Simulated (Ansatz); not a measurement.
Mulliken charges of `[SiH3]C=[Se]` from PBE/def2-TZVPP in Ansatz (PBE0-D4/def2-TZVP geometry).

```
atom   x (Å)   y (Å)   z (Å)  charge (e)
 Si1  -0.612   0.482  -0.177       0.237
  C2   0.811  -0.703   0.088      -0.179
 Se3   1.693  -0.857   1.596      -0.053
  H4  -1.813  -0.295  -0.587      -0.045
  H5  -0.263   1.407  -1.291      -0.044
  H6  -0.874   1.237   1.068      -0.035
  H7   1.119  -1.340  -0.743       0.119
```

Task: By hand: the dipole of these point charges (1 e Å = 4.8032 D).

Result: Σ q r = (-0.123, 0.034, -0.185) e Å, of length 0.225 e Å = 1.08 D.

Task: How does the dipole of the full density compare? (Best estimate.)

Result: Ansatz gave: (-0.121, 0.014, -0.225) e Å, 1.23 D; the point charges give 0.88 times that, at 8° from its direction.

Point charges leave out the atoms' own dipoles, such as those of lone pairs, and Mulliken's split depends on the basis, so the close match here is no proof of good charges.
